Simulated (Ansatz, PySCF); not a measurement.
F3OTa, triplet, geometry from GFN2-xTB (such geometries of metal compounds can be far from the true shape) (the multiplicity is a formal guess) (core potentials on Ta). Base run: HF/def2-SVP run with PySCF.

The PySCF input:
```python
from pyscf import gto, scf

mol = gto.M(
    atom='''
Ta   -0.010663    0.042078   -0.010795
O     1.568693    0.761076   -0.457433
F     1.164340   -1.367584    0.392551
F    -1.400738   -1.153543    0.070445
F    -1.071511    1.503317    0.031168
''',
    basis='def2-svp',
    ecp={'Ta': 'def2-svp'},
    charge=0,
    spin=2,
    verbose=4,
)

mf = scf.UHF(mol)
mf.kernel()
```

The same geometry, method and basis name were run in Ansatz (a program for electronic structure) and PySCF, at each program's defaults and at the settings that a row names. The base is PySCF at its defaults. Differences at the defaults can come from grids, fitting, cores and function types together.

| code and settings | ΔE vs base (mEh) | basis functions | E (Eh) | SCF cycles | dipole (D) |
|---|---|---|---|---|---|
| PySCF, defaults (exact integrals, spherical functions) | 0.000 | 88 | -429.39201 | 30 | 1.68 |
| Ansatz, defaults (factorised integrals, spherical functions) | 0.014 | 88 | -429.39200 | - | - |
| PySCF, density fitting with def2-universal-jkfit | 0.299 | 88 | -429.39171 | 30 | 1.68 |
| Ansatz, high accuracy | 0.000 | 88 | -429.39201 | - | - |

Open shells are given as the SCF converged; they aren't shown to be the lowest states, and a large step between rows can be another state.
